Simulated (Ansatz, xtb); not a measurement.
**Ranking isomers of CBNSe**

4 gas-phase structures of CBNSe, found in a search over its isomers (lower ones may exist). Each was relaxed with GFN2-xTB:

A. `[C-]#[N+]B=[Se]`, a singlet
B. a singlet given by its coordinates
C. `N#[B-][C+]=[Se]`, a singlet
D. `N#CB=[Se]`, a singlet

B (Å):

```xyz
4

C     0.0771   -0.8443   -2.2337
B    -0.4625    1.3698   -3.3198
N    -0.3120    0.1798   -2.7310
Se    0.6663   -2.2556   -1.5443
```

Close contacts (Å): C1–N3 1.20, C1–Se4 1.68, B2–N3 1.34.

Problem. Estimate their order in r2SCAN-D4/def2-SVP energy at these geometries, lowest first.

Solution. Calculated order at r2SCAN-D4/def2-SVP: D (0.0), A (3.2), B (52.7), C (69.1) kcal/mol.

Energies above the lowest of each column, in kcal/mol; the last columns are at BLYP-D3(BJ)/def2-SVP geometries and were run for some of them only (a dash: not run or not comparable):

```
structure  GFN2-xTB  HF/STO-3G  r2SCAN-D4/def2-SVP  BLYP-D3(BJ)/def2-SVP  CCSD(T)/def2-TZVPP
        D       0.0        0.0                 0.0                   0.0                 0.0
        A       4.6        0.6                 3.2                   3.6                 5.7
        B      44.4       78.7                52.7                  48.9                55.7
        C      66.6      104.4                69.1                     –                   –
```

Every level run on D puts it lowest or level with the lowest. Frequencies (BLYP-D3(BJ)/def2-SVP) were run for A, B, D alone. Large T1 diagnostics make some coupled-cluster values less sure.

Over these structures GFN2-xTB departs from r2SCAN-D4/def2-SVP by 3.1 kcal/mol on average once a common shift is removed. A GFN2-xTB relaxation took about 0.052 s and the r2SCAN-D4/def2-SVP energy about 2 s on a shared host (Ansatz 0.2.0, xtb 6.7.1).
